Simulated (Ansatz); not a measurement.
Reactions of `CC(F)I`.

Program: Ansatz. Geometries: PBE0-D4/def2-TZVP. ΔE: electronic, gas phase. CCSD(T)/CBS is the MP2 limit (def2-TZVPP, def2-QZVPP) plus CCSD(T) − MP2 in def2-TZVPP, frozen cores. This one scheme is used for every species, atoms too. DFT in def2-TZVPP. B3LYP here is the variant with VWN-RPA as its local correlation; programs differ in this. No spin–orbit coupling; open shells (•) take unrestricted orbitals. Spin–orbit coupling would lower the free atoms: a little for C, F; strongly for I. def2 core potentials past Kr. Bonds to Br, Cd, I are less sure, by a few kJ/mol each and by 10 to 20 or more in all where they break to atoms, as the def2 sets lack core-valence functions. Scalar relativity is left out up to krypton. One conformer a species, not always the lowest.

| reaction | CCSD/CBS(def2) (kcal/mol) | B3LYP-D4 (kcal/mol) | MP2/CBS(def2) (kcal/mol) | CCSD(T)/CBS(def2) (kcal/mol) |
| --- | --- | --- | --- | --- |
| `CC(F)I` → `F[CH]I`• + `[CH3]`• | 96.8 | 92.8 | 104.9 | 99.3 |
| `CC(F)I` → `FCI` + `[CH2]` (triplet) | 106.7 | 107.2 | 113.1 | 109.6 |
| `CC(F)I` → 2 C• + F• + 4 H• + I• | 667.1 | 675.0 | 692.6 | 678.5 |
| `CC(F)I` → `CI` + `[CH]F` | 88.7 | 89.8 | 97.0 | 89.8 |
| `CC(F)I` + H₂ → `CCI` + H–F | -26.2 | -21.6 | -26.5 | -25.2 |
| `CC(F)I` + `OCO` → `CC(F)OCO` + HI | -3.6 | -3.8 | -0.7 | -2.9 |
| `CC(F)I` + `[OH][Cd][SH]` → `C[S][Cd][OH]` + `FCI` | 11.9 | 10.5 | 11.8 | 11.8 |
| `CC(F)I` + H₂ → `FCI` + CH₄ | -11.7 | -11.9 | -9.5 | -10.6 |
| `CC(F)I` + HBr → `FC(Br)I` + CH₄ | 10.5 | 8.3 | 8.7 | 9.7 |
| `CC(F)I` + HCl → `CC(Cl)I` + H–F | -3.4 | -0.6 | -7.5 | -4.2 |

Largest T1 diagnostic: 0.018, for `[CH]F`.
